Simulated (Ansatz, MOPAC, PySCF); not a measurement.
NH3 (SMILES N) and CH5N (SMILES CN) are pulled apart as rigid monomers along the line of their centres of mass, from the B3LYP-D3(BJ)/def2-TZVP minimum. Starting geometry (charge 0, multiplicity 1):
```
atom    x (Å)    y (Å)    z (Å)
----  -------  -------  -------
N      0.3039  -0.1805   0.2000
H      0.1075   0.3243   1.0642
H      0.6198   0.4951  -0.4866
H     -0.5733  -0.5587  -0.1396
C     -0.0322  -0.6871   3.6376
N      0.1760   0.7051   3.2295
H      0.5086  -1.3397   2.9519
H     -1.0925  -0.9293   3.5515
H      0.2864  -0.9165   4.6621
H      1.1535   0.9582   3.3139
H     -0.3475   1.3393   3.8204
```

Interaction energies with rigid monomers; basis-set methods are counterpoise corrected unless marked otherwise.

Rows in 3-21G carry no dispersion term and start afresh at each structure. The state that AM1, PM3 reach isn't checked.

Codes used: Ansatz (Gaussian basis) for Hartree–Fock, density functionals and correlated methods; MOPAC for AM1, PM3 (differences of heats of formation); PySCF for 3-21G rows. Each number belongs to the level named beside it.

```
H2···N6 (Å)  AM1 (kJ/mol)  PM3 (kJ/mol)  HF/3-21G (no counterpoise) (kJ/mol)  HF/aug-cc-pVDZ (kJ/mol)  r2SCAN/def2-TZVPPD (kJ/mol)
-----------  ------------  ------------  -----------------------------------  -----------------------  ---------------------------
1.98                  5.7           6.9                                -22.6                      2.2                            …
2.20                 -0.3           3.4                                -24.4                     -5.4                        -14.8
2.53                 -3.5          -1.1                                -20.8                     -7.9                        -12.6
3.07                 -2.8             …                                -11.2                     -5.9                         -7.3
3.95                 -1.4          -0.8                                 -3.2                     -2.7                         -2.8
```

What belongs in the gaps?


- 3.07, PM3 (kJ/mol): -1.5
- 1.98, r2SCAN/def2-TZVPPD (kJ/mol): -12.3

Ansatz is a first-principles code.
